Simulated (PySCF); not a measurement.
## Field gradients at the hydrogen positions

Compound: C8H14FP.
Structure used (GFN2-xTB), in Å, numbered top down from 1:
```
atom  x, y, z in Å
C1     3.4101    0.6302   -0.7586
C2     2.5370   -0.1489    0.2175
C3     1.1590    0.4886    0.3646
P4     0.1102   -0.3901    1.6316
C5    -1.4648    0.5759    1.3143
C6    -2.1151   -0.0237    0.1013
C7    -3.2384    0.6913   -0.5721
C8    -1.6108   -1.1983   -0.2468
F9    -2.0678   -1.9243   -1.2956
C10   -0.4964   -1.7906    0.5494
H11    4.3871    0.1626   -0.8543
H12    2.9475    0.6641   -1.7431
H13    3.5504    1.6513   -0.4108
H14    2.4343   -1.1785   -0.1331
H15    3.0223   -0.1826    1.1957
H16    0.6370    0.5096   -0.5968
H17    1.2746    1.5187    0.7157
H18   -2.1269    0.4911    2.1821
H19   -1.2381    1.6364    1.1792
H20   -2.8914    1.6402   -0.9825
H21   -3.6458    0.0862   -1.3781
H22   -4.0297    0.9073    0.1451
H23   -0.8568   -2.6165    1.1712
H24    0.3010   -2.1802   -0.0873
```

Level: PBE0/pcSseg-1 (PySCF, non-relativistic); Q(2H) = 0.00286 b; rigid geometry, the same for H and D, with no vibrational averaging.

Question: Rank these positions by the coupling χzz of a deuteron there, largest first.
A. H23 (methylene hydrogen)
B. H11 (methyl hydrogen)
C. H20 (methyl hydrogen)

Answer: B (213 kHz), C (209 kHz), A (203 kHz).

Q: Tabulate Vzz, the asymmetry η and χzz = 234.96 MHz × Q × Vzz for every hydrogen position.

A: 
| atom | bonded to | bond length (Å) | Vzz (au) | η | χzz (kHz) |
| --- | --- | --- | --- | --- | --- |
| H11 | C1 | 1.087 | 0.3165 | 0.02 | 213 |
| H12 | C1 | 1.088 | 0.3138 | 0.02 | 211 |
| H13 | C1 | 1.088 | 0.3148 | 0.02 | 212 |
| H14 | C2 | 1.092 | 0.3038 | 0.03 | 204 |
| H15 | C2 | 1.093 | 0.3013 | 0.02 | 202 |
| H16 | C3 | 1.094 | 0.3003 | 0.02 | 202 |
| H17 | C3 | 1.094 | 0.3029 | 0.03 | 204 |
| H18 | C5 | 1.095 | 0.3030 | 0.01 | 204 |
| H19 | C5 | 1.093 | 0.3056 | 0.02 | 205 |
| H20 | C7 | 1.090 | 0.3104 | 0.02 | 209 |
| H21 | C7 | 1.087 | 0.3125 | 0.02 | 210 |
| H22 | C7 | 1.090 | 0.3115 | 0.02 | 209 |
| H23 | C10 | 1.095 | 0.3022 | 0.02 | 203 |
| H24 | C10 | 1.092 | 0.3065 | 0.02 | 206 |

The structure is a single GFN2-xTB conformer in the gas phase; no vibrational or solvent corrections. GFN2-xTB bond lengths can be off by several hundredths of an ångström, more for odd bonds, and the gradients follow them. These gradients aren't converged with respect to the basis.

These values come from a run that also computed NMR shieldings. Hardware: one thread, Arm Neoverse N1 (aarch64), shared host. Cost: 1.9 min (with the writing of density and orbital grids), 1.2 GiB resident at most.
